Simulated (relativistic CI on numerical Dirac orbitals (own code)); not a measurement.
## Tl28+: sensitivity of the levels to the model

Base calculation: Dirac-Coulomb-Breit CI, orbitals from a KLI potential per configuration, model QED, unscaled Slater integrals.

Configurations in the expansion (outside the closed core [Ar] 3d10 4p6 4d10): 4s²4f⁷, 4s²4f⁶5s, 4s²4f⁵5s², 4s4f⁸, 4f⁹. Levels of other configurations are missing.

Variants: (1) P86 correlation estimate; (2) one mean potential for all configurations; (3) only the first configuration. Shifts of the energy above 4s²4f⁷ ⁸S°7/2, in cm⁻¹, for the lowest level and the first level of each name with at least 55 % of one term (blank where a level changes its place among those of its configuration and J or its character, or is not in the variant):

```
         Level      Base  Δ(1)     Δ(2)   Δ(3)
 4s²4f⁷ ⁸S°7/2       0.0   0.0      0.0    0.0
 4s²4f⁷ ⁶P°3/2   91557.5  +0.1   +892.5  +66.5
4s²4f⁷ ⁶I°17/2   93381.9   0.0  +1059.0  +14.3
4s²4f⁷ ⁶I°11/2   98541.6   0.0   +994.4  +10.0
4s²4f⁷ ⁶I°13/2  102004.0   0.0   +896.5   +3.4
4s²4f⁷ ⁶I°15/2  103226.7   0.0   +738.2   -4.6
 4s²4f⁷ ⁶D°1/2  127160.1   0.0   +576.6  -23.7
4s²4f⁷ ⁴N°23/2  150943.9   0.0  +1171.4   +0.3
4s²4f⁷ ⁴N°21/2  159077.1   0.0  +1083.1   -5.4
4s²4f⁷ ⁴L°19/2  176684.9   0.0   +853.8  -25.4
```

At this charge energies of transitions that change n are usually good to better than 1 %, and those within a shell (Δn = 0) to a few per cent. Terms inside the open d or f shell come out 10 to 20 % too wide with unscaled integrals.

Ionisation energy from the two ground configurations alone: base 980.219 eV; P86 correlation estimate 982.313 eV. The NIST ASD value (theoretical) is 990 eV.

LS names give the leading component of a level, which can be under half, so a name can repeat, a term be missing and a line seem to break the LS rules.
